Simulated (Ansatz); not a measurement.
Relaxation of CH$_{6}$GeN$_{2}$O (11 atoms, charge 0, multiplicity 1), to a largest force component of 0.015 eV/Å in at most 40 steps.

Theory: RKS r2SCAN/def2-SVP (Ansatz 0.2.0).

```xyz
11
Properties=species:S:1:pos:R:3:forces:R:3
N -0.932 0.464 1.460 -2.92 -1.35 3.00
C -0.557 -0.429 0.402 1.08 2.51 1.72
N 0.735 -0.909 0.580 4.12 -0.06 1.24
Ge 0.720 0.316 -0.906 -1.34 -1.15 -0.69
O 0.764 -0.652 -2.432 -0.56 -0.03 -0.10
H -1.716 -0.068 2.045 1.78 1.69 -1.37
H -0.155 0.580 2.188 -1.14 -0.33 -1.52
H -1.233 -1.198 0.091 -1.17 -0.33 -0.36
H 1.256 -0.370 1.401 -1.37 -1.56 -1.96
H 1.721 1.399 -0.637 0.34 0.23 -0.08
H -0.181 -0.907 -2.595 1.18 0.38 0.12
```

**Question.** Where does it end, and by what steps?

**Answer.** The run converged. The force dipped under the threshold on the way, but the program's further checks kept it going. After 28 steps the energy has fallen by 2.375 eV; H11 moved furthest, 1.63 Å. Parted: C2–Ge4 (1.97 → 3.09 Å).

| step | energy less start (eV) | largest force component (eV/Å) | accepted |
| --- | --- | --- | --- |
| 0 | 0.0000 | 4.120 | yes |
| 1 | -0.8872 | 1.204 | yes |
| 2 | -1.0213 | 0.748 | yes |
| 3 | -1.0950 | 0.782 | yes |
| 4 | -1.1718 | 0.655 | yes |
| 5 | -1.2695 | 1.260 | yes |
| 6 | -1.4490 | 1.779 | yes |
| 7 | -1.6377 | 2.191 | yes |
| 8 | -1.9351 | 1.721 | yes |
| 9 | -2.1404 | 1.587 | yes |
| 10 | -2.2107 | 0.913 | yes |
| 11 | -2.2909 | 0.179 | yes |
| 12 | -2.3385 | 0.258 | yes |
| 13 | -2.3539 | 0.412 | yes |
| 14 | -2.3509 | 0.294 | no |
| 15 | -2.3663 | 0.083 | yes |
| 16 | -2.3660 | 0.278 | no |
| 17 | -2.3700 | 0.041 | yes |
| 18 | -2.3725 | 0.098 | yes |
| 19 | -2.3732 | 0.076 | yes |
| 20 | -2.3737 | 0.070 | yes |
| 21 | -2.3740 | 0.041 | yes |
| 22 | -2.3742 | 0.040 | yes |
| 23 | -2.3743 | 0.024 | yes |
| 24 | -2.3744 | 0.022 | yes |
| 25 | -2.3745 | 0.017 | yes |
| 26 | -2.3745 | 0.019 | yes |
| 27 | -2.3746 | 0.015 | yes |
| 28 | -2.3746 | 0.009 | yes |

```xyz
11
Properties=species:S:1:pos:R:3
N -0.806 -0.285 2.256
C -0.817 -0.016 0.935
N 0.182 -0.008 0.126
Ge 0.190 0.323 -1.968
O 1.605 -0.852 -2.118
H -1.667 -0.293 2.787
H 0.053 -0.517 2.742
H -1.806 0.229 0.518
H 1.097 -0.272 0.501
H 1.130 1.580 -1.668
H 1.262 -1.663 -2.514
```

Whether the end is a true minimum wasn't checked by a vibrational analysis.

Run time: 2.3 min on 2 threads of Arm Neoverse V1 (shared host), peak memory 0.19 GiB.
